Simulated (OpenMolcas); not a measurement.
An atom or ion with 5 electrons was computed by SS-CASPT2, IPEA 0.25 Eh, imaginary shift 0.1 Eh with spin-orbit coupling (OpenMolcas, ANO-RCC-VQZP, DKH2). The lowest levels that the run gave, each within 12 % of the measured value where one is at hand:

| J | Parity | E (cm⁻¹) | g |
| --- | --- | --- | --- |
| 1/2 | odd | 0.0 | 0.666 |
| 3/2 | odd | 59.2 | 1.334 |
| 1/2 | even | 42010 | 2.671 |
| 3/2 | even | 42030 | 1.735 |
| 5/2 | even | 42060 | 1.601 |
| 3/2 | even | 74480 | 0.800 |
| 5/2 | even | 74480 | 1.200 |
| 1/2 | even | 96540 | 2.002 |
| 1/2 | even | 111290 | 0.666 |
| 3/2 | even | 111330 | 1.334 |

Which ion is it, and what are the configurations and terms?

C+ (Z = 6, charge +1; active space 3 electrons in 8 orbitals (2s 2p 3s 3p)). J, parity and g give the terms where levels are pure, and mixed ones are named by the computed weights; the size of the splittings, set against known spectra of the 5-electron sequence, gives the charge. In order, with the measured energies in cm⁻¹ (NIST Handbook of Basic Atomic Spectroscopic Data): 2s² 2p ²P°_1/2, 2s² 2p ²P°_3/2 (63.4), 2s 2p² ⁴P_1/2 (43003), 2s 2p² ⁴P_3/2 (43025), 2s 2p² ⁴P_5/2 (43054), 2s 2p² ²D_3/2 (74933), 2s 2p² ²D_5/2 (74930), 2s 2p² ²S_1/2 (96494), 2s 2p² ²P_1/2 (110624), 2s 2p² ²P_3/2 (110666).

The run also gave levels led by 2s² 3p, which use shells meant for correlation; these and all levels above them are left out. Computed and measured levels are paired by configuration, term and J; levels that our copy of the source lacks, or whose pairing is in doubt (as where it misses far off the trend of its configuration), stay unpaired and out of the deviations. Only configurations of the active space appear.

° marks odd parity.
